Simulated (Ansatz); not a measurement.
`[SiH3][CH]1[NH][GeH2]1` → `[CH2]1[NH][GeH2]1` + `[SiH2]` at 700 K and 1 bar (silylene formation by 1,1-elimination).

Program: Ansatz. Geometries: PBE0-D4/def2-TZVP. ΔE: electronic, gas phase. CBS: MP2 limit from def2 TZ/QZ plus the TZ coupled-cluster correction, frozen cores. This one scheme is used for every species. For Ge outer-core shells are correlated without core-valence functions, which leaves a few kJ/mol of doubt a bond. Scalar relativity is left out up to krypton.

```csv
species,CCSD(T)/CBS energy (Eh),H − E (kJ/mol),S (J/(mol·K))
`[SiH3][CH]1[NH][GeH2]1`,-2462.09601,269.9,459.5
`[CH2]1[NH][GeH2]1`,-2171.81355,204.7,364.2
`[SiH2]`,-290.19011,56.3,240.4
```

H − E and S are ideal-gas, rigid-rotor, harmonic terms from PBE0-D4/def2-TZVP, for one conformer and one mirror image of each species. 1 Eh = 2625.50 kJ/mol, R = 8.31446 J/(mol·K).

By hand: ΔE, ΔH, ΔS and ΔG.

ΔE = (-2171.81355) + (-290.19011) − (-2462.09601) = 0.09235 Eh = 242.5 kJ/mol. Δ(H − E) = 204.7 + 56.3 − 269.9 = -8.9, so ΔH = 233.6 kJ/mol. ΔS = 364.2 + 240.4 − 459.5 = 145.1 J/(mol·K). ΔG = 233.6 − 700 × (145.1)/1000 = 132.0 kJ/mol.

By hand: the equilibrium constant, and the temperature at which ΔG would vanish if ΔH and ΔS stayed fixed.

log₁₀ K = −ΔG/(RT ln 10) = -9.8. ΔG = 0 at ΔH/ΔS = 1610 K.

The number of gas molecules changes by +1, which sets the sign of ΔS. A doubt of 5 kJ/mol in ΔE shifts log₁₀ K by 0.4 here. Other conformers and mirror images would add mixing entropy, several J/(mol·K) or more a flexible species. These are equilibria of isolated gas molecules and say nothing of rates. Largest T1 diagnostic: 0.014 (customary marks: 0.02 for closed shells, 0.045 for open ones).
